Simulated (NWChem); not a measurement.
SiHBr, singlet; SMILES Br[SiH]

Results from NWChem. Low-valent species are run as closed-shell singlets; no triplet was tried in these runs. This build's default masses of Se (78.918 u) and Br (79.917 u) are each other's, which moves their modes by up to 0.6 %. The level has its own optimisation; frequencies are unscaled.

Problem. Predict the results for Hartree-Fock/STO-3G. Quantities: r H–Si (Å); r Br–Si (Å); highest harmonic frequency (cm⁻¹); lowest (cm⁻¹); zero-point energy (kcal/mol); dipole (D).

Solution. The r H–Si (Å) is 1.461. The r Br–Si (Å) is 2.230 and the highest harmonic frequency (cm⁻¹) is 2723. The lowest (cm⁻¹) is 522 and the zero-point energy (kcal/mol) is 6.2. The dipole (D) is 2.48.
